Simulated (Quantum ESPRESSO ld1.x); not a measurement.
ld1.x (Quantum ESPRESSO 7.5) input

```
 &input
    atom='Cl',
    iswitch=1,
    rel=1,
    lsd=1,
    dft='PZ',
    config='[Ne] 3s2 3p2.625 3p2.375',
    verbosity='high',
    prefix='ld1',
    max_out_wfc=37,
    file_charge='ld1.rho',
 /
```

Command: `OMP_NUM_THREADS=1 ld1.x < ld1.in > ld1.out`

Output:

```
     Program LD1 v.7.5 starts

     --------------------------- All-electron run ----------------------------

     scalar relativistic calculation

     atomic number is 17.00
     dft =PZ   lsd =1 sic =0 latt =0  beta=0.20 tr2=1.0E-14
     Exchange-correlation= PZ
                           (   1   1   0   0   0   0   0)
     mesh =1931 r(mesh) = 100.16178 a.u. xmin = -8.00 dx = 0.00800
     1 Ry =  13.60569312 eV, c = 137.03599908

     n l     nl                  e(Ry)          e(Ha)          e(eV)
     1 0     1S 1( 1.00)    -201.531547216    -100.765773608  -2741.9763860
     2 0     2S 1( 1.00)     -18.503390460      -9.251695230   -251.7514523
     2 1     2P 1( 3.00)     -14.086906941      -7.043453471   -191.6621329
     3 0     3S 1( 1.00)      -1.528525295      -0.764262648    -20.7966461
     3 1     3P 1( 2.62)      -0.646516959      -0.323258479     -8.7963113
     3 1     3P 2( 2.38)      -0.632860356      -0.316430178     -8.6105038
     1 0     1S 2( 1.00)    -201.528288347    -100.764144173  -2741.9320469
     2 0     2S 2( 1.00)     -18.499918721      -9.249959361   -251.7042169
     2 1     2P 2( 3.00)     -14.082587242      -7.041293621   -191.6033604
     3 0     3S 2( 1.00)      -1.513106516      -0.756553258    -20.5868629

     final scf error:  5.1E-15 reached in  35 iterations

     Etot =    -920.232026 Ry,    -460.116013 Ha,  -12520.394543 eV
     Total magnetization:    0.25 Bohr mag.

     Ekin =     923.658988 Ry,     461.829494 Ha,   12567.020746 eV
     Encl =   -2197.092240 Ry,   -1098.546120 Ha,  -29892.962774 eV
     Eh   =     406.625346 Ry,     203.312673 Ha,    5532.419680 eV
     Exc  =     -53.424121 Ry,     -26.712060 Ha,    -726.872195 eV

     normalization and overlap integrals

     s(1S/1S) =  1.000000  <r> =   0.0912  <r2> =    0.0112  r(max) =   0.0598
     s(1S/2S) = -0.001218
     s(1S/3S) = -0.000389
     s(2S/2S) =  1.000000  <r> =   0.4460  <r2> =    0.2365  r(max) =   0.3616
     s(2S/3S) = -0.000204
     s(2P/2P) =  1.000000  <r> =   0.4077  <r2> =    0.2073  r(max) =   0.3008
     s(2P/3P) = -0.000145
     s(3S/3S) =  1.000000  <r> =   1.5354  <r2> =    2.7495  r(max) =   1.2799
     s(3P/3P) =  1.000000  <r> =   1.8417  <r2> =    4.0959  r(max) =   1.4202
     s(3P/3P) =  1.000000  <r> =   1.8486  <r2> =    4.1312  r(max) =   1.4202
     s(3P/2P) = -0.000145
     s(1S/1S) =  1.000000  <r> =   0.0912  <r2> =    0.0112  r(max) =   0.0598
     s(1S/2S) = -0.001218
     s(1S/3S) = -0.000389
     s(2S/2S) =  1.000000  <r> =   0.4460  <r2> =    0.2364  r(max) =   0.3616
     s(2S/3S) = -0.000204
     s(2P/2P) =  1.000000  <r> =   0.4077  <r2> =    0.2073  r(max) =   0.3008
     s(3S/3S) =  1.000000  <r> =   1.5372  <r2> =    2.7571  r(max) =   1.2799

     ------------------------ End of All-electron run ------------------------
```

Run on one thread of a shared host, so times are rough (Intel(R) Xeon(R) Processor @ 2.60GHz): 0.5 s of CPU time, 0.79 s wall, 35 iterations on 1931 mesh points.
